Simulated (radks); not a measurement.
The numbers below are computed, except where a source is named.
Neutral mercury, configuration [Hg] (the NIST ground configuration).

Level of theory: scalar-relativistic Kohn-Sham, LDA (Slater exchange, Perdew-Wang correlation), spin-unpolarised, spherical densities, finite nucleus; Fermi nuclear charge, rms radius 5.4648 fm (a radial shooting solver on a logarithmic mesh with Libxc functionals).

Energy parts (eV):
part                       energy
total                  -533540.65
kinetic                 598398.46
electron-nucleus      -1329077.06
Hartree                 206922.20
exchange-correlation     -9784.26

Orbitals (lengths in bohr, moments of r in powers of bohr):
orbital,occ.,eigenvalue (eV),<r^2>
1s,2,-83069.56,0.0003814
2s,2,-14725.29,0.005804
2p,6,-12708.18,0.004900
3s,2,-3494.092,0.03741
3p,6,-2911.006,0.03852
3d,10,-2295.041,0.03189
4s,2,-767.4970,0.1802
4p,6,-576.1700,0.2060
4d,10,-348.7033,0.2331
4f,14,-96.3396,0.2811
5s,2,-118.4699,0.9100
5p,6,-66.7687,1.220
5d,10,-10.0744,2.696
6s,2,-7.1224,8.248

The highest occupied level is 6s at -7.122 eV. Summed over all electrons, <r^2> = 61.13 bohr^2, which gives a Langevin (diamagnetic) susceptibility term of -48.4 x 10^-6 cm^3/mol. The electron density at the nucleus is 2.49e+06 e/bohr^3 (large components only).
